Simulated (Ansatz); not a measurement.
Species: AlCl, charge 0, singlet. AlCl (SMILES [Al][Cl]).
B3LYP-D3(BJ)/def2-TZVP minimum from Ansatz (a quantum-chemistry and plane-wave program):
```
Al
Cl 1 2.1602
```
Charge 0, spin multiplicity 1.

Total energies in cc-pV(T+d)Z, 10 correlated electrons, 10 frozen orbitals. Radicals and triplets start from unrestricted determinants; spin-orbit coupling is neglected. Correlated methods leave the cores frozen. No relativity.

```
method    program  energy (Eh)  minus CCSDT(Q) (mEh)
--------  -------  -----------  --------------------
HF         Ansatz   -701.51184                280.61
MP2        Ansatz   -701.75351                 38.94
CCSD       Ansatz   -701.77999                 12.46
CCSD(T)    Ansatz   -701.79116                  1.28
CCSDT(Q)   Ansatz   -701.79245                  0.00
```

Rough core times of Ansatz's runs on a shared machine: CCSD(T) under 20 s, CCSDT(Q) 2 min.
